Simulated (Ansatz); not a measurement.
Ansatz (a program for electronic structure) input:
A basis named .json is the Basis Set Exchange file of that set.

Ansatz 0.2 input:
```yaml
crystal:
  periodic: [false, false, false]
  atoms:
    - {symbol: B, position_ang: [-0.66503886, 0.05057511, -0.01894431]}
    - {symbol: N, position_ang: [0.70388039, 0.07004987, 0.02414072]}
    - {symbol: H, position_ang: [-1.37605239, -0.96558513, -0.07461875]}
    - {symbol: H, position_ang: [-1.30721419, 1.10293443, -0.00402462]}
    - {symbol: H, position_ang: [1.08129813, -0.88057398, 0.00437982]}
basis:
  gaussian:
    orbitals: def2-QZVPP.json
hamiltonian:
  xc: {name: PBE0}
total_charge: -1
```

Task: Which total energy does the run end on?

Result: -81.34817 Eh (PBE0/def2-QZVPP). The basis has 204 functions.

It need not be the lowest isomer of its formula. Whether it binds its extra electron was not tested at this geometry.
